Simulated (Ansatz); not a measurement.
Molecule: HSe, net charge 0, doublet state. SMILES: [SeH]
Geometry: optimised at B3LYP-D3(BJ)/def2-TZVP (Ansatz, a first-principles code).

Quantity: vertical electron affinity (to the singlet state of charge -1; a negative value means that the extra electron is unbound and the number depends on the basis; each state is the SCF solution reached for its spin), in eV. Cores are frozen in the correlated levels unless marked. UHF or UKS for open shells. No spin-orbit coupling. Frozen are the shells of the preceding noble gas and the d and f shells that filled before the atom's block. Non-relativistic. Anions need diffuse functions: aug- sets have them; def2-D sets add few. CBS(X,Y): correlation extrapolated as X^-3; Hartree-Fock from the larger set.

```
level                                 program  vertical electron affinity (eV)
------------------------------------  -------  -------------------------------
PBE/def2-TZVPD                         Ansatz                             2.31
PBE0/def2-TZVPD                        Ansatz                             2.25
wB97M-V/def2-TZVPD                     Ansatz                                ?
CCSD(T)/CBS(aug-cc-pVTZ,aug-cc-pVQZ)   Ansatz                                ?
```

Q: Fill in the missing entries.

A: 
- wB97M-V/def2-TZVPD, vertical electron affinity (eV): 2.24
- CCSD(T)/CBS(aug-cc-pVTZ,aug-cc-pVQZ), vertical electron affinity (eV): 2.36
